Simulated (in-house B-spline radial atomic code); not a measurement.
Ba. Computed with a B-spline radial atomic code. Model: non-relativistic spherical atom: semilocal Troullier-Martins pseudo-atom, one channel per l, against all electrons, high spin, G0W0 and RPA with empty states to l = 8, local potential for every l without a channel, a model core (radius 0 = none) keeps its share of the functional.

Without relativity these are model numbers for so heavy an element.

What the tables leave out is listed at the end.

The pseudopotential gives back the lowest level of each angular momentum of its own functional in the configuration it was made in; a second state of the same l is only approximately right. Exact exchange, RPA and GW see the smooth pseudo-orbitals and miss the exchange with the core, for which the functional's share stands in. The column with an uncorrelated core keeps all orbitals and exact exchange, and so separates missing core correlation from pseudisation. Only the three outermost levels and the lowest empty one were computed. RPA here is direct RPA, with no exchange kernel, and its energies carry an (l + 1/2)⁻⁴ tail. A hybrid on a potential with a model core restores only its own semilocal share of the core's exchange.

Command:
```bash
python run_psgw.py task.json out
```
Settings (lengths in bohr, energies in hartree):
```
Z                      56
electrons              56
configuration          [Xe] 6s2
generated_in           [Xe] 6s2
functional             pbe,pbe
core_shells            8
radius_factor          1
core_correction        True
ion_configuration      [Xe] 6s1
```

Cost of the run: 82 s on 1 thread of Arm Neoverse N1, with other jobs on the host.

Given: made with PBE; model core radius 0.52 bohr; local radius 0.844 bohr; mean-field start PBE0.

Valence shells of the generating configuration: 4d, 5s, 5p, 6s.

Channel: s 1.544, p 1.678, d 0.697 (radii in bohr).

Computed: largest level miss in the spin-unpolarised generating configuration 0.033 eV; all-electron RPA polarisability, core included 172.38 bohr³; pseudo-atom RPA polarisability 170.05 bohr³; ionisation by mean-field all-electron 4.9632 eV; ionisation by mean-field pseudo minus all 0.039 eV; ionisation by RPA all-electron 5.2939 eV; ionisation by RPA pseudo minus all 0.054 eV.

```tsv
level	occupied	mean-field all-electron (eV)	mean-field pseudo minus all (eV)	G0W0 all-electron (eV)	G0W0 uncorrelated core minus all (eV)	G0W0 pseudo minus all (eV)	exchange self-energy all-electron (eV)	exchange self-energy pseudo (eV)
6s	1	-3.5884	-0.032	-5.2094	0.007	-0.081	-6.0041	-5.8543
5d (empty)	0	-1.7333	0.141	-0.59825	0.018	0.218	-4.4583	-3.4136
```

Q: What is the valence RPA correlation energy pseudo?

A: -1.4733 hartree.

Q: What is the valence RPA correlation energy all-electron orbitals?

A: -1.1755 hartree.

Among the listed levels the largest G0W0 shift of the pseudo-atom is +0.22 eV, for 5d (empty) on the PBE0 start, while leaving the core uncorrelated moves that level by +0.02 eV. So pseudisation and the lost core exchange, not the missing core correlation, make the error. Not in the tables (levels of low weight, unsolved or above zero; the highest and the empty levels are kept at any weight): the PBE start was refused, since an empty level lay at or below an occupied one; on PBE0 the G0W0 levels 5p (pseudo minus all -0.43 eV, weights 0.31 and 0.30), 5s (pseudo minus all -0.44 eV, weights 0.50 and 0.35); no Hartree-Fock pseudo-atom is run with a model core.
